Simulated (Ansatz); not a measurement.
Gas-phase electronic energies from Ansatz, PBE0-D4/def2-TZVP geometries. CBS: MP2 limit from def2 TZ/QZ plus the TZ coupled-cluster correction, frozen cores. DFT in def2-TZVPP. Each species was taken in one conformer, which may not be the lowest.

Consider the substitution at a C–O bond: `CO[SiH2]F` + `N[SiH2][AlH2]` → `CN[SiH2][AlH2]` + `O[SiH2]F`.

| level | ΔE (kJ/mol) |
| --- | --- |
| ωB97X-V | -6.9 |
| B2PLYP | -7.3 |
| PBE0 | -10.3 |
| MP2/def2-TZVPP | -12.5 |
| SCS-MP2/def2-TZVPP | -9.3 |
| CCSD/def2-TZVPP | -8.8 |
| CCSD(T)/def2-TZVPP | -9.9 |
| HF/CBS(def2) | -0.4 |

What does CCSD(T)/CBS give? (An estimate is asked.)

Computed: -10.7 kJ/mol. The listed levels differ from it by 3.8, 3.4, 0.4, -1.8, 1.4, 1.9, 0.8, 10.3 kJ/mol.

Largest T1 diagnostic among the species: 0.011.

In def2-TZVPP, CCSD(T) changes the Hartree–Fock value by −9.3 kJ/mol (the triples alone add −1.1 kJ/mol) and MP2 by −11.9 kJ/mol.
